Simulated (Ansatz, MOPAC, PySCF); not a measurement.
Molecule: HSF2, net charge 1, singlet state. SMILES: F[SH+]F
Geometry from a B3LYP-D3(BJ)/def2-TZVP (Ansatz, a quantum-chemistry and plane-wave program) optimisation:
```xyz
4

F     -1.1826    -0.4559     0.1935
S     -0.0085     0.4211    -0.2493
F      1.1977    -0.4304     0.1552
H      0.0004     1.2393     0.8511
```
Charge +1, spin multiplicity 1.

Unscaled harmonic wavenumbers (cm⁻¹) in rising order, each level at the stationary point that it reaches from this structure (no distance between atoms moves by over 0.3 Å); the order of modes can differ between levels, and a negative number is imaginary. B3LYP-D3(BJ)/def2-TZVP (PySCF, at the structure above): 384, 926, 949, 1062, 1071, 2485.

PM3 (MOPAC): 329, 691, 705, 969, 1009, 1284. Zero-point energy 7.1 against 9.8 kcal/mol; where all levels lie over 400 cm⁻¹, the wavenumbers are on average 0.772 times those of B3LYP-D3(BJ)/def2-TZVP.

HF/3-21G (Ansatz): 351, 933, 986, 1052, 1083, 2580. Zero-point energy 10.0 against 9.8 kcal/mol; where all levels lie over 400 cm⁻¹, the wavenumbers are on average 1.017 times those of B3LYP-D3(BJ)/def2-TZVP.

B3LYP/6-31G* (Ansatz): 351, 911, 950, 1038, 1054, 2570. Zero-point energy 9.8 against 9.8 kcal/mol; where all levels lie over 400 cm⁻¹, the wavenumbers are on average 0.996 times those of B3LYP-D3(BJ)/def2-TZVP.
